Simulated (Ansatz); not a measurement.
System: sum formula SiHCl2 (charge 0, doublet). SMILES: Cl[SiH]Cl
Structure (B3LYP-D3(BJ)/def2-TZVP (Ansatz, an electronic-structure program) minimum search):
```xyz
4

Cl    -0.0444    -1.6964     0.3495
Si    -0.5203     0.0665    -0.6084
Cl     0.4756     1.6440     0.2700
H     -0.0476    -0.0405    -2.0131
```
Charge 0, spin multiplicity 2.

PBE beside other levels, property by property. Cores are frozen in the correlated levels unless marked. Open shells are spin-unrestricted. Spin-orbit coupling is left out. No relativistic terms. Basis-set limits of correlation are two-point, X^-3; Hartree-Fock from the larger set. The bracket is a focal-point correction in the basis named. Vertical energies are electronic, to the SCF solution reached for that spin. Anions need diffuse functions, of which def2-TZVPD holds fewer than the aug- sets. The coupled-cluster column (Ansatz) is a level with limits of its own: RI-MP2/CBS(aug-cc-pV(T+d)Z,aug-cc-pV(Q+d)Z)+[CCSD(T)-MP2]/aug-cc-pV(T+d)Z.

```json
[
 {"property": "vertical electron affinity to the singlet (eV)", "CAM-B3LYP/def2-TZVPD (Ansatz)": "1.51", "wB97X-V/def2-TZVPD (Ansatz)": "1.48", "CCSD(T)/aug-cc-pV(D+d)Z (Ansatz)": "1.39", "coupled cluster": "1.61"},
 {"property": "vertical ionisation energy to the singlet (eV)", "CAM-B3LYP/def2-TZVPD (Ansatz)": "9.14", "wB97X-V/def2-TZVPD (Ansatz)": "9.06", "CCSD(T)/aug-cc-pV(D+d)Z (Ansatz)": "8.87", "coupled cluster": "9.02"}
]
```

Problem. What does PBE/def2-TZVPD (Ansatz) give for each property, and on which side of coupled cluster does it fall?

Solution. 
- vertical electron affinity to the singlet: PBE lies 0.20 eV below coupled cluster; PBE gives 1.41 eV.
- vertical ionisation energy to the singlet: PBE lies 0.20 eV below coupled cluster; PBE gives 8.82 eV.
